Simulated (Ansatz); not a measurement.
```yaml
atoms:
  - { symbol: C, position_ang: [0.0670, 0.0169, -0.0276] }
  - { symbol: C, position_ang: [1.4062, -0.0449, 0.0700] }
  - { symbol: C, position_ang: [-0.7769, 1.2437, -0.0542] }
  - { symbol: C, position_ang: [-0.6514, -1.1923, 0.0848] }
  - { symbol: H, position_ang: [2.0197, -0.8797, -0.0029] }
  - { symbol: H, position_ang: [2.0415, 0.8759, -0.0325] }
  - { symbol: H, position_ang: [-1.6995, 1.2945, 0.0116] }
  - { symbol: H, position_ang: [-0.1761, 2.2000, 0.1093] }
  - { symbol: H, position_ang: [-1.8613, -1.2260, 0.0401] }
  - { symbol: H, position_ang: [-0.1916, -2.2237, -0.0278] }
```

Basis set: 6-31G (spherical functions). Frozen core: 4 orbitals. Charge 0, multiplicity 3.

Computed with Ansatz (development build ahead of 0.2.0); each method stands on the lowest determinant of its kind that the runs found.

(1) Give the atomization energy at this shape (free ground-state atoms in the same class of orbitals less the molecule, no zero-point energy) of triplet C₄H₆ by UHF-MP2, UHF.

## Answers

(1)

```json
{"method": "UHF-MP2", "atomization energy": "35.19 eV"}
{"method": "UHF", "atomization energy": "29.67 eV"}
```

Caution: the shape is not the minimum; the unrestricted determinant is spin contaminated.

This basis has no polarisation functions and is too small for such energies, which can lie far from measured ones in either direction.
